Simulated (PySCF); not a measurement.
C₃H₅ (SMILES C=[C]C), doublet (typed; the unrestricted solution is spin-contaminated), geometry from GFN2-xTB. Base run: HF/STO-3G run with PySCF.

PySCF was given this input:
```python
from pyscf import gto, scf

mol = gto.M(
    atom='''
C     1.313529    0.256226   -0.021927
C     0.025909    0.374083   -0.010223
H     1.837879   -0.703925   -0.002493
H     1.970538    1.113360   -0.052235
C    -1.206401   -0.398851    0.024477
H    -1.008352   -1.478408    0.050837
H    -1.788968   -0.136455    0.908191
H    -1.809314   -0.183320   -0.858262
''',
    basis='sto-3g',
    charge=0,
    spin=1,
    verbose=4,
)

mf = scf.UHF(mol)
mf.kernel()
```

Each row names what was changed in the base input (with any setting that the change needs).

```csv
change,ΔE vs base (mEh),SCF cycles,<S^2>,outcome
base,0.000,17,1.064,converged
diis_space = 2,0.000,19,1.064,converged
diis_space = 12,0.000,17,1.064,converged
init_guess = atom,0.000,16,1.064,converged
diis_space = 20,0.000,17,1.064,converged
diis = off; damp = 0.3 (with mf.diis_start_cycle = 200; with mf.max_cycle = 150),0.000,68,1.064,converged
damp = 0.5; diis_start_cycle = 5,0.000,18,1.064,converged
conv_tol = 1e-4,0.001,12,1.061,converged
level_shift = 0.3 (with mf.max_cycle = 100),0.000,18,1.064,converged
init_guess = huckel,0.000,14,1.064,converged
diis = off; damp = 0.6 (with mf.diis_start_cycle = 200; with mf.max_cycle = 150),0.000,116,1.064,converged
conv_tol_grad = 1e-3,0.000,17,1.064,converged
init_guess = mod_huckel,151.6,14,0.757,another SCF solution
```

A guess, shift, damping, solver or small numerical setting can't move a converged solution much, so rows marked as another SCF solution ended in a different state.

Open shells are given as the SCF converged; they aren't shown to be the lowest states, and a large step between rows can be another state.
